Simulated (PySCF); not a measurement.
H10Si4.

```xyz
14

Si     2.0481     0.2087     0.9851
Si     1.0926    -0.4082    -1.0545
Si    -1.0926     0.4082    -1.0545
Si    -2.0481    -0.2087     0.9851
H      3.5088    -0.0927     1.0302
H      1.3649    -0.5379     2.0829
H      1.8449     1.6712     1.2088
H      1.8858     0.1346    -2.1980
H      1.0625    -1.8993    -1.1527
H     -1.0625     1.8993    -1.1527
H     -1.8858    -0.1346    -2.1980
H     -1.8449    -1.6712     1.2088
H     -3.5088     0.0927     1.0302
H     -1.3649     0.5379     2.0829
```

Geometry optimised at ωB97X-D3(BJ)/def2-SVP. One conformer was computed; it need not be the lowest.

Computed with PySCF with PBE0/pcSseg-1. Non-relativistic, no solvent.

Question: Give the absolute GIAO shielding of each atom: isotropic value and principal components (ppm). (An estimate is asked for; the answer gives what the named calculation found.)

Answer: 
```
atom  σ(iso)    σ11    σ22    σ33  span
----  ------  -----  -----  -----  ----
Si1    459.2  453.6  461.5  462.4   8.9
Si2    469.7  459.4  467.7  481.9  22.5
Si3    469.7  459.4  467.7  481.9  22.5
Si4    459.2  453.6  461.5  462.4   8.9
H5      27.6   24.1   25.0   33.8   9.7
H6      27.7   23.9   27.2   32.0   8.2
H7      27.8   24.4   26.3   32.7   8.2
H8      27.7   24.0   25.1   34.0  10.0
H9      27.9   24.8   25.4   33.5   8.7
H10     27.9   24.8   25.4   33.5   8.7
H11     27.7   24.0   25.1   34.0  10.0
H12     27.8   24.4   26.3   32.7   8.2
H13     27.6   24.1   25.0   33.8   9.7
H14     27.7   23.9   27.2   32.0   8.2
```
